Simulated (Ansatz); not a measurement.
Mulliken charges of Al2FH3OS (`[OH][Al]([SH])[AlH][F]`) from r2SCAN/def2-TZVPP in Ansatz (PBE0-D4/def2-TZVP geometry).

```json
{"atom": "O1", "x (Å)": "-2.091", "y (Å)": "-0.910", "z (Å)": "-0.081", "charge (e)": "-0.428"}
{"atom": "Al2", "x (Å)": "-0.710", "y (Å)": "0.050", "z (Å)": "0.122", "charge (e)": "0.366"}
{"atom": "S3", "x (Å)": "-0.933", "y (Å)": "2.046", "z (Å)": "1.001", "charge (e)": "-0.291"}
{"atom": "Al4", "x (Å)": "1.586", "y (Å)": "-0.855", "z (Å)": "-0.599", "charge (e)": "0.556"}
{"atom": "F5", "x (Å)": "2.821", "y (Å)": "0.213", "z (Å)": "-0.303", "charge (e)": "-0.366"}
{"atom": "H6", "x (Å)": "-2.983", "y (Å)": "-0.662", "z (Å)": "0.156", "charge (e)": "0.183"}
{"atom": "H7", "x (Å)": "0.387", "y (Å)": "2.288", "z (Å)": "0.914", "charge (e)": "0.125"}
{"atom": "H8", "x (Å)": "2.016", "y (Å)": "-2.227", "z (Å)": "-1.265", "charge (e)": "-0.145"}
```

**Question.** By hand: the dipole of these point charges (1 e Å = 4.8032 D).

**Answer.** Σ q r = (-0.034, -0.253, -0.108) e Å, of length 0.277 e Å = 1.33 D.

**Question.** How does the dipole of the full density compare? (An estimate is asked.)

**Answer.** The calculation gave: (-0.245, -0.119, -0.017) e Å, 1.31 D; the point charges give 1.02 times that, at 58° from its direction.

Point charges leave out the atoms' own dipoles, such as those of lone pairs, and Mulliken's split depends on the basis, so the two needn't agree.
